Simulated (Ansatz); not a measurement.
`[F][SnH][GeH3]` radical from Hartree–Fock to CCSD(T)

Z-matrix (Å, degrees):
```
Ge
Sn 1 2.639
H 1 1.537 2 108.4
H 1 1.537 2 110.4 3 120.4
H 1 1.534 2 108.6 3 -118.9
F 2 1.940 1 103.1 3 -176.5
H 2 1.733 1 115.0 3 -66.9
```

The species carries charge 0 and has multiplicity 2. Correlated methods include outer-core shells of Ge, Sn, which these sets cover unevenly. Scalar relativity is left out up to krypton. Sn: def2 effective core potential. All single points use the PBE0-D4/def2-TZVP geometry. Frozen core, unrestricted reference, Ansatz 0.2.0.

```
     basis      HF (Eh)  MP2 corr.  CCSD corr.       (T)  CCSD(T) total
  def2-SVP  -2390.13474   -0.51782    -0.54399  -0.01303    -2390.69176
def2-TZVPP  -2390.54118   -0.82122    -0.83542  -0.02533    -2391.40193
def2-QZVPP  -2390.59114   -1.32214           –         –              –
```
